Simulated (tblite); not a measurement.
Compound: F3H4PSi2.
Geometry (GFN2-xTB, Å), atoms numbered from 1 in this order:
```xyz
10
F3H4PSi2 angstrom
F      1.732   -1.485   -0.840
Si     1.439   -0.372    0.259
F      1.353   -1.243    1.589
F      2.854    0.335    0.409
Si    -0.352    0.992   -0.155
P     -2.333   -0.035   -0.366
H     -0.492    1.961    0.941
H     -0.123    1.732   -1.404
H     -1.879   -1.039   -1.211
H     -2.191   -0.841    0.755
```

Computed values, GFN2-xTB/tblite, gas phase, harmonic and unscaled. Against measured fundamentals such values can be off by several per cent, at times by over 20. Modes of hydrogen on phosphorus and silicon can be 10 to 20 % off. One conformer, not necessarily the lowest.

Task: How many normal modes are there?

Result: 10 atoms, non-linear: 3N − 6 = 24.

Task: What is the point group of the computed structure, and how do the modes divide by symmetry?

Result: Cs. The vibrations span 14 a′ + 10 a″.

Task: How many distinct wavenumbers does the calculation give?

Result: 24: Cs has no degenerate species.

Task: How many fundamentals are allowed in the infrared by symmetry?

Result: 24 of 24: in Cs every mode is allowed. All fundamentals are allowed in the Raman spectrum.
